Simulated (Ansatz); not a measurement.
Cost and result for the atomization energy of C3H8OSi (`C[SiH2]CC=O`) (13 atoms, 12 bonds).

Cartesian coordinates in Å:
```
C 0.014 0.882 1.648
Si -0.905 -0.247 0.481
C -0.197 -0.186 -1.273
C 1.215 -0.668 -1.376
O 1.886 -1.008 -0.438
H -0.448 0.870 2.638
H 0.003 1.912 1.285
H 1.052 0.559 1.745
H -2.330 0.178 0.374
H -0.888 -1.655 0.958
H -0.812 -0.774 -1.966
H -0.234 0.836 -1.674
H 1.643 -0.699 -2.402
```

Charge 0, multiplicity 1. All single points use the PBE0-D4/def2-TZVP geometry. It is one conformer, not always the lowest. Program: Ansatz. All runs use 4 threads of an Arm Neoverse V1 on a shared host. Times are those of one run each, without the atoms' runs, and a repeat can differ threefold. Electronic energies, without spin–orbit coupling; frozen cores. CCSD(T)/CBS adds CCSD(T) − MP2 in def2-TZVPP to the MP2 limit, and its time is that of the two runs behind it. T1 = 0.013. B3LYP takes the VWN-RPA correlation (the form of Gaussian; ORCA's B3LYP/G). HSE06 is the plane-wave form, built on full-range PBE exchange.

CCSD(T)/CBS is a level of theory with its own doubt, some kJ/mol a heavy atom from the limit and from the frozen cores, so smaller differences don't rank the functionals.

```
                            level  functions  wall time  atomization (kcal/mol)  difference from CCSD(T)/CBS  per bond
           LDA (SPW92)/def2-TZVPP        278      1.6 s                  1351.7                        161.0      13.4
             revPBE-D4/def2-TZVPP        278      2.4 s                  1185.7                         -5.0      -0.4
  PBE-D4/def2-TZVPP (with forces)        278      3.1 s                  1211.4                         20.7       1.7
              HSE06-D4/def2-TZVPP        278        4 s                  1193.7                          3.0       0.2
          CAM-B3LYP-D4/def2-TZVPP        278      4.1 s                  1196.2                          5.5       0.5
            r2SCANh-D4/def2-TZVPP        278      5.5 s                  1187.5                         -3.2      -0.3
B3LYP-D4/def2-TZVPP (with forces)        278        6 s                  1191.5                          0.8       0.1
                 CCSD(T)/def2-SVP        114        7 s                  1135.6                        -55.1      -4.6
                B2PLYP/def2-TZVPP        278      7.5 s                  1179.3                        -11.4      -1.0
                B97M-V/def2-TZVPP        278       11 s                  1194.0                          3.3       0.3
                   MP2/def2-QZVPP        538       34 s                  1193.5                          2.8       0.2
               CCSD(T)/def2-TZVPP        278    3.9 min                  1163.0                        -27.7      -2.3
                CCSD(T)/CBS(def2)          –    4.5 min                  1190.7                          0.0       0.0
```

At CCSD(T), def2-SVP lies −55.2 kcal/mol from the extrapolated value and def2-TZVPP −27.7 kcal/mol: correlation converges slowly with the basis, and small sets miss more of it in the bonded molecule than in its fragments. In def2-TZVPP, CCSD(T) changes the Hartree–Fock value by +279.5 kcal/mol (the triples alone add +16.0 kcal/mol) and MP2 by +293.7 kcal/mol; breaking electron pairs costs correlation energy, which Hartree–Fock lacks. From r2SCAN to r2SCAN0 (25 % exact exchange), in def2-TZVPP and without D4, the atomization energy moves by −16.3 kcal/mol: exact exchange takes away binding that semilocal exchange gives to molecules.
